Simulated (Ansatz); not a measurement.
Reactions of ClGeH₅Si, SMILES `Cl[SiH2][GeH3]`.

Program: Ansatz. Geometries: PBE0-D4/def2-TZVP. ΔE: electronic, gas phase. CCSD(T)/CBS adds triple-zeta CCSD(T) − MP2 to the extrapolated MP2 energy (def2 sets, frozen cores). This one scheme is used for every species. For Ge outer-core shells are correlated without core-valence functions, which leaves a few kJ/mol of doubt a bond. Scalar relativity is left out up to krypton. Each species was taken in one conformer, which may not be the lowest.

```json
{"reaction": "`Cl[SiH2][GeH3]` + `N[SiH](O)O` → `O[SiH](O)N[SiH2]Cl` + GeH₄", "CCSD(T)/CBS(def2) (kcal/mol)": "-14.2"}
{"reaction": "`Cl[SiH2][GeH3]` + `[SiH3][SiH2][GeH3]` → `[GeH3][SiH2][SiH2][SiH2][GeH3]` + HCl", "CCSD(T)/CBS(def2) (kcal/mol)": "16.9"}
{"reaction": "`Cl[SiH2][GeH3]` + NH₃ → `[NH2][GeH3]` + `[SiH3]Cl`", "CCSD(T)/CBS(def2) (kcal/mol)": "?"}
{"reaction": "`Cl[SiH2][GeH3]` + H₂ → `[SiH3]Cl` + GeH₄", "CCSD(T)/CBS(def2) (kcal/mol)": "-0.9"}
```

(1) Fill in the missing values. (Best estimate.)

Largest T1 diagnostic: 0.013, for `[GeH3][SiH2][SiH2][SiH2][GeH3]`.

Results:

(1) Ansatz gave: `Cl[SiH2][GeH3]` + NH₃ → `[NH2][GeH3]` + `[SiH3]Cl`: +5.0 kcal/mol.
